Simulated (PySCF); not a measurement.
C2Cl3F. Atoms are numbered in the order given.

```xyz
6

F      1.9028    -0.6958     0.0000
C      0.5808    -0.6544     0.0000
Cl    -0.1657    -2.1995     0.0000
C     -0.0832     0.5157     0.0000
Cl    -1.8047     0.6075     0.0000
Cl     0.7874     2.0093     0.0000
```
Charge 0, spin multiplicity 1.

Geometry: B3LYP-D3(BJ)/def2-SVP.

All values below come from M06-2X/def2-TZVP run with PySCF.

Symmetry labels are those of the subgroup Cs that the program uses (full group Cs).

**Question.** List the valence orbital energies around the gap with their symmetry. (Estimate from the structure and the level; the computed values follow.)

**Answer.** 
```
orbital  symmetry  energy (eV)
-------  --------  -----------
HOMO−7         A'       -13.85
HOMO−6         A"       -13.54
HOMO−5         A"       -12.03
HOMO−4         A'       -11.74
HOMO−3         A'       -11.53
HOMO−2         A"       -11.27
HOMO−1         A'       -10.67
HOMO           A"        -8.59
LUMO           A"         0.15
LUMO+1         A'         0.73
LUMO+2         A'         1.01
LUMO+3         A'         2.13
```
